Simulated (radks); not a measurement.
Fractional charge and spin in the 1s shell of beryllium: the spin-up occupation runs from 0 to 1 and the spin-down occupation from 0 to 1; the fullest corner is Be2+, 1s(up 1, down 1). All-electron calculation, non-relativistic Kohn-Sham, PBE, spin-polarised, spherical densities, point nucleus. Program: a radial shooting solver on a logarithmic mesh with Libxc functionals. Energy (eV) minus the two flat planes that join the four corners (they meet along the diagonal where the two added fractions sum to one electron); zero is where a piecewise linear energy would lie.

| down \ up | 0 | 0.25 | 0.5 | 0.75 | 1 |
|---|---|---|---|---|---|
| 0 | 0.000 | -3.862 | -5.700 | -4.490 | 0.000 |
| 0.25 | -3.862 | -3.489 | -1.148 | 4.141 | -3.334 |
| 0.5 | -5.700 | -1.148 | 5.306 | -1.329 | -4.913 |
| 0.75 | -4.490 | 4.141 | -1.329 | -4.063 | -3.864 |
| 1 | 0.000 | -3.334 | -4.913 | -3.864 | 0.000 |

Corners above the fullest one (they belong to Be3+ and the next ion): (up 1, down 0) 153.44 eV, (up 0, down 1) 153.44 eV, (up 0, down 0) 370.61 eV. With half an added electron in each spin the energy lies 5.306 eV from the planes (fractional-spin error, the static-correlation error of a stretched bond), and with half an added electron in spin up alone -5.700 eV (fractional-charge error). For a frontier s shell over closed shells the exact functional lies on the planes.
